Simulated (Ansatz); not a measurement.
`[SiH3][Sn]([Cl])([Cl])[Cl]` + `O[SiH3]` → `[SiH3]O[SiH3]` + `[Cl][SnH]([Cl])[Cl]` at 298.15 K and 1 bar (cleavage of the Si–Sn bond).

Gas-phase electronic energies from Ansatz, PBE0-D4/def2-TZVP geometries. CCSD(T)/CBS adds triple-zeta CCSD(T) − MP2 to the extrapolated MP2 energy (def2 sets, frozen cores). Elements past krypton have def2 core potentials. For Sn outer-core shells are correlated without core-valence functions, which leaves a few kJ/mol of doubt a bond.

```csv
species,CCSD(T)/CBS energy (Eh),H − E (kJ/mol),S (J/(mol·K))
`[SiH3][Sn]([Cl])([Cl])[Cl]`,-1884.38944,101.5,415.4
`O[SiH3]`,-366.69042,113.6,257.8
`[SiH3]O[SiH3]`,-657.01000,162.2,331.8
`[Cl][SnH]([Cl])[Cl]`,-1594.09169,46.6,345.5
```

H − E and S are ideal-gas, rigid-rotor, harmonic terms from PBE0-D4/def2-TZVP. 1 Eh = 2625.50 kJ/mol, R = 8.31446 J/(mol·K).

Question: By hand: ΔE, ΔH, ΔS and ΔG.

Answer: ΔE = (-657.01000) + (-1594.09169) − (-1884.38944) − (-366.69042) = -0.02183 Eh = -57.3 kJ/mol. Δ(H − E) = 162.2 + 46.6 − 101.5 − 113.6 = -6.3, so ΔH = -63.6 kJ/mol. ΔS = 331.8 + 345.5 − 415.4 − 257.8 = 4.1 J/(mol·K). ΔG = -63.6 − 298.15 × (4.1)/1000 = -64.8 kJ/mol.

Question: By hand: the equilibrium constant, and the temperature at which ΔG would vanish if ΔH and ΔS stayed fixed.

Answer: log₁₀ K = −ΔG/(RT ln 10) = 11.4. ΔH and −TΔS have one sign here, so there is no such temperature.

The number of gas molecules stays the same, so ΔS is small and ΔH decides. A doubt of 5 kJ/mol in ΔE shifts log₁₀ K by 0.9 here. Modes under 60 cm⁻¹, often nearly free rotors, make the harmonic entropy too high. These are equilibria of isolated gas molecules and say nothing of rates. Largest T1 diagnostic: 0.011 (customary marks: 0.02 for closed shells, 0.045 for open ones).

ΔS is within the doubt of such terms, so its sign, and with it that verdict, could turn.
